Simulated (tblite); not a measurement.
Compound: C₄H₁₂FPSi₂.
SMILES with atom numbers: `[CH3:1][CH2:2]/[C:3](=[CH:4]/[F:5])[SiH2:6][PH:7][SiH3:8]` (hydrogens: H9, H10, H11 on C1; H12, H13 on C2; H14 on C4; H15, H16 on Si6; H17 on P7; H18, H19, H20 on Si8)

Computed with GFN2-xTB (tblite), gas phase: L-BFGS steps from a force-field or distance-geometry start until the largest atomic force falls under 0.01 eV/Å.

Step 33: E = -690.4525 eV
```
atom  x, y, z in Å  |  force x, y, z in eV/Å
C1      2.3866    1.0956    0.3180   -0.033   0.024  -0.005
C2      2.1984   -0.4038    0.5395    0.011  -0.003  -0.002
C3      1.0900   -0.9147   -0.3312   -0.009   0.011  -0.004
C4      1.3709   -1.5680   -1.4446    0.006  -0.005  -0.003
F5      0.3966   -1.9923   -2.2786   -0.020  -0.021   0.017
Si6    -0.7100   -0.5688    0.1388   -0.027   0.012   0.024
P7     -1.5223    1.1444   -1.0478    0.030  -0.058   0.006
Si8    -3.6890    0.9288   -0.5590    0.039   0.004  -0.023
H9      2.6810    1.2854   -0.7115    0.028   0.014   0.005
H10     3.1486    1.4949    0.9839    0.005  -0.032  -0.021
H11     1.4534    1.6222    0.5027   -0.046   0.013   0.018
H12     1.9520   -0.5882    1.5867   -0.024  -0.003  -0.008
H13     3.1306   -0.9255    0.3125    0.015  -0.015  -0.017
H14     2.3504   -1.8421   -1.8139    0.013   0.014  -0.011
H15    -0.7360   -0.1371    1.5410    0.007  -0.017   0.017
H16    -1.4733   -1.8165   -0.0020    0.033   0.027   0.005
H17    -1.5689    0.4634   -2.2486   -0.013   0.029   0.027
H18    -3.8568    1.2847    0.8476    0.020   0.020   0.031
H19    -4.4056    1.8754   -1.4102   -0.022  -0.006  -0.029
H20    -4.2016   -0.4273   -0.7593   -0.011  -0.008  -0.028
```

Step 34: E = -690.4531 eV
```
atom  x, y, z in Å  |  force x, y, z in eV/Å
C1      2.3848    1.0967    0.3177   -0.027   0.006  -0.001
C2      2.1996   -0.4041    0.5372    0.003   0.009  -0.013
C3      1.0905   -0.9162   -0.3325   -0.009   0.015   0.001
C4      1.3714   -1.5706   -1.4455   -0.006   0.010  -0.003
F5      0.3971   -1.9956   -2.2792   -0.012  -0.021   0.023
Si6    -0.7091   -0.5703    0.1419   -0.007  -0.002   0.032
P7     -1.5234    1.1412   -1.0421    0.062  -0.014   0.010
Si8    -3.6894    0.9316   -0.5608   -0.003   0.003   0.002
H9      2.6816    1.2889   -0.7109    0.017   0.012   0.013
H10     3.1442    1.4976    0.9858    0.007  -0.038  -0.022
H11     1.4499    1.6199    0.5029   -0.048   0.016   0.008
H12     1.9546   -0.5902    1.5843   -0.021  -0.003  -0.006
H13     3.1318   -0.9245    0.3076    0.020  -0.012  -0.014
H14     2.3515   -1.8413   -1.8158    0.009   0.008  -0.010
H15    -0.7314   -0.1390    1.5443    0.006  -0.017   0.015
H16    -1.4731   -1.8168    0.0024    0.028   0.015   0.005
H17    -1.5687    0.4625   -2.2423   -0.013   0.014  -0.001
H18    -3.8631    1.2867    0.8464    0.024   0.020   0.010
H19    -4.4014    1.8786   -1.4167   -0.015  -0.014  -0.019
H20    -4.2024   -0.4245   -0.7608   -0.015  -0.008  -0.031
```

**Question.** Estimate the geometry and energy of step 35. (The exact step hangs on the optimiser's Hessian estimate; all steps are aligned on step 34, rigid shifts and turns removed.)

**Answer.** E = -690.4536 eV, largest force 0.074 eV/Å
```
atom  x, y, z in Å  |  force x, y, z in eV/Å
C1      2.3831    1.0978    0.3175   -0.017  -0.010   0.003
C2      2.2003   -0.4040    0.5354   -0.006   0.014  -0.020
C3      1.0904   -0.9167   -0.3337   -0.004   0.013   0.003
C4      1.3716   -1.5722   -1.4461   -0.014   0.020  -0.003
F5      0.3970   -1.9987   -2.2792   -0.004  -0.020   0.027
Si6    -0.7088   -0.5711    0.1445    0.019  -0.014   0.033
P7     -1.5231    1.1386   -1.0382    0.067   0.028   0.013
Si8    -3.6893    0.9336   -0.5622   -0.029   0.001   0.020
H9      2.6825    1.2918   -0.7102    0.002   0.012   0.017
H10     3.1417    1.4984    0.9866    0.006  -0.036  -0.016
H11     1.4470    1.6190    0.5037   -0.037   0.013  -0.002
H12     1.9553   -0.5913    1.5824   -0.014  -0.003  -0.008
H13     3.1325   -0.9243    0.3042    0.014  -0.001  -0.009
H14     2.3523   -1.8403   -1.8174    0.000   0.006  -0.007
H15    -0.7285   -0.1407    1.5470    0.006  -0.014   0.019
H16    -1.4726   -1.8166    0.0053    0.018  -0.002   0.004
H17    -1.5690    0.4621   -2.2380   -0.010   0.000  -0.023
H18    -3.8658    1.2881    0.8461    0.025   0.018  -0.011
H19    -4.3991    1.8802   -1.4216   -0.006  -0.022  -0.008
H20    -4.2025   -0.4228   -0.7623   -0.014  -0.001  -0.030
```

The energy changes by -0.0005 eV. The first-order estimate −F·Δx gives -0.0007 eV and the mean of the old and new forces, exact on a quadratic surface, -0.0005 eV. The step makes an angle of 70° with the force vector and moves no atom by more than 0.006 Å.

The cost below is that of the whole relaxation. Hardware: Arm Neoverse N1, one thread, no GPU, shared host. Cost: 1.7 s of wall time.
